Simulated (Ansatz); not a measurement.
Species: C3H3F, SMILES `C=C=CF` (charge 0, multiplicity 1), formula C₃H₃F.

Problem. How many basis functions does Ansatz (a first-principles code) with frozen-core CCSD(T)/def2-TZVPP // B3LYP-D3(BJ)/def2-TZVP use, how many core orbitals are frozen, and how many electrons are correlated?

Solution. 166 basis functions and 4 frozen orbitals, which leaves 22 correlated electrons. Core time is of the order of minutes.
